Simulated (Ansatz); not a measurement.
BCl2, doublet, geometry from GFN2-xTB; PBE/pcseg-1 (Ansatz, a quantum-chemistry and plane-wave program).

Here is a job for Ansatz.
Ansatz 0.2 input:
```yaml
crystal:
  periodic: [false, false, false]
  atoms:
    - {symbol: B, position_ang: [-0.01065557, 0.71135712, -0.06266828]}
    - {symbol: Cl, position_ang: [1.48570467, -0.08446017, -0.01439496]}
    - {symbol: Cl, position_ang: [-1.48257068, -0.12476251, 0.03282680]}
basis:
  gaussian:
    orbitals: pcseg-1.json
hamiltonian:
  xc: pbe
magnetization: {spin_polarized: true, initial_magnetization: 1}
```
The basis file holds pcseg-1 in the JSON format of the Basis Set Exchange.

Q: What does Ansatz print? Leave out banner, timings and long lists.

A: 
```
Functional definition: PBE
567 factors; their error is unknown
mean field evaluation 1: about -25708.3414 eV, gradient 1.2e1 eV
mean field evaluation 2: about -25707.4678 eV, gradient 1.7e1 eV
mean field evaluation 4: about -25709.3029 eV, gradient 6.3e-1 eV
mean field evaluation 8: about -25709.2668 eV, gradient 4.6e-2 eV
mean field evaluation 16: about -25709.2668 eV, gradient 5.9e-6 eV
mean field -25709.26681460 eV, -944.7981290696 hartree, gradient 5.9e-6 eV, S^2 0.752636; 0 other end points of the search recorded, 0 dependent functions left out
reference -25709.26684280 eV, -944.7981301061 hartree; 20, 19 occupied and 30, 31 virtual orbitals, 567 factors
Total energy: -25709.26684280 eV, -944.7981301061 hartree
```
